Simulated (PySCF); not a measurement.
VO2F, SMILES [O]=[V](=[O])[F], multiplicity 1. Atoms are numbered in the order given.

```xyz
4

V     -0.0476    -0.1867     0.0000
O     -0.8687     0.1814     1.2893
O     -0.8687     0.1814    -1.2893
F      1.6660     0.1545     0.0000
```

The structure is a stationary point at B3LYP-D3(BJ)/def2-SVP. The spin state was assumed, not searched.

Calculation: PBE/def2-TZVPD (PySCF).

Isolated molecule, no solvent.

Estimate the frontier levels, gap, dipole moment and polarisability. (Estimate from the structure and the level; the computed values follow.)


```json
{
 "highest_occupied_level": "-7.60 eV",
 "lowest_empty_level": "-5.21 eV",
 "orbital_gap": "2.38 eV",
 "dipole_moment": "2.85 D",
 "quadrupole, principal values (traceless, Buckingham form, about the centre of nuclear charge)": "-5.46, -4.25, 9.71 D·Å",
 "mean_static_polarisability": "36.2 bohr³ (5.36 Å³)",
 "polarisability_principal_values": "23.5, 40.0, 45.1 bohr³"
}
```
